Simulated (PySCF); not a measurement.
The dipole of `[SiH3]O[SiH2][Si@]1([SiH3])[SiH2]CS1` from its density and from atomic charges.

Coordinates (GFN2-xTB, Å) and charges (e) from the PBE0/pcSseg-1 density (PySCF):

```csv
atom,x,y,z,Mulliken,IAO,Hirshfeld,ESP-fitted
Si1,3.726,0.054,0.200,+0.7387,+0.8866,+0.3915,+0.6169
O2,2.221,-0.065,-0.384,-0.7515,-0.9013,-0.3039,-0.4079
Si3,1.189,-0.482,-1.577,+0.7776,+0.7613,+0.3158,+0.4083
Si4,-0.700,0.167,-0.412,-0.3531,+0.0934,+0.0984,+0.1805
Si5,-0.544,2.282,0.622,+0.3416,+0.3161,+0.2103,+0.1914
Si6,-1.974,-1.439,0.769,+0.5290,+0.4967,+0.2590,+0.1296
C7,-3.309,-1.040,-0.548,-0.6027,-0.6096,-0.1685,-0.2348
S8,-2.494,0.114,-1.717,-0.2269,-0.1920,-0.1239,-0.3172
H9,4.286,-1.292,0.286,-0.1218,-0.1511,-0.0814,-0.1303
H10,3.512,0.663,1.508,-0.1207,-0.1388,-0.0792,-0.1367
H11,4.508,0.888,-0.708,-0.1209,-0.1500,-0.0797,-0.1292
H12,1.421,-1.904,-1.870,-0.0947,-0.1286,-0.0778,-0.1003
H13,1.595,0.255,-2.780,-0.0905,-0.1295,-0.0778,-0.0802
H14,0.837,2.443,1.083,-0.0647,-0.1024,-0.0772,-0.0789
H15,-0.855,3.420,-0.249,-0.0448,-0.0884,-0.0678,-0.0515
H16,-1.410,2.420,1.803,-0.0590,-0.0929,-0.0707,-0.0631
H17,-2.512,-1.164,2.108,-0.0469,-0.0989,-0.0717,-0.0339
H18,-1.663,-2.875,0.730,-0.0480,-0.0969,-0.0707,-0.0370
H19,-3.650,-1.897,-1.123,+0.1790,+0.1633,+0.0379,+0.1391
H20,-4.189,-0.537,-0.153,+0.1805,+0.1630,+0.0373,+0.1351
```

Question: Compute μ = Σ q r for each scheme (1 e·Å = 4.803 D) and compare with the dipole of the full density.

Answer: The full density gives (1.01, -1.11, 1.23) D, 1.94 D in size; dipole vectors point from the negative to the positive end.

```json
{"scheme": "Mulliken", "μx": "3.22", "μy": "-1.43", "μz": "2.23", "size (D)": "4.17", "share of the full size (%)": "215", "angle to the full dipole (°)": "20"}
{"scheme": "IAO", "μx": "2.57", "μy": "-1.08", "μz": "1.13", "size (D)": "3.01", "share of the full size (%)": "156", "angle to the full dipole (°)": "27"}
{"scheme": "Hirshfeld", "μx": "0.99", "μy": "-0.54", "μz": "0.58", "size (D)": "1.27", "share of the full size (%)": "66", "angle to the full dipole (°)": "20"}
{"scheme": "ESP-fitted", "μx": "1.00", "μy": "-1.09", "μz": "1.20", "size (D)": "1.91", "share of the full size (%)": "98", "angle to the full dipole (°)": "0"}
```

Question: Which set comes closest?

Answer: Length of the difference vector: ESP-fitted 0.03 D, Hirshfeld 0.86 D, IAO 1.57 D, Mulliken 2.45 D. Closest: ESP-fitted. 

Question: What is left for the Hirshfeld atoms' own dipoles?

Answer: The Hirshfeld atoms' densities add up to the full density, so μ = Σ q r + Σ (atomic dipoles). The atomic dipoles sum to (1.01, -1.11, 1.23) − (0.99, -0.54, 0.58) = (0.02, -0.57, 0.65) D, 0.86 D in size.

Question: With the origin at the mean of the coordinates, (0.000, 0.001, -0.121) Å, which are the largest single terms, by size, of the Mulliken dipole along the direction of the full one?

Answer: Si1 +7.50, C7 +4.06, O2 -3.71, S8 +2.59, H9 -1.89 D; all 20 atoms together +3.90 D. The single terms depend on the origin, their sum doesn't.

Question: Give the size of the full dipole in other units.

Answer: 1.94 D = 0.762 au = 0.403 e·Å = 6.46 × 10⁻³⁰ C·m.

One conformer (not necessarily the lowest) at the GFN2-xTB geometry, without solvent, vibrations or thermal averaging.

These values come from a run that also computed NMR shieldings. Time: 93 s; peak memory 1.1 GiB. Hardware: an Arm Neoverse N1 with one thread, shared host with 64 logical CPUs at a one-minute load of 56.

The values belong to the conformer `[SiH3:1][O:2][SiH2:3][Si@:4]1([SiH3:5])[SiH2:6][CH2:7][S:8]1`: Si1–O2–Si3–Si4 180°, O2–Si3–Si4–Si5 47°.
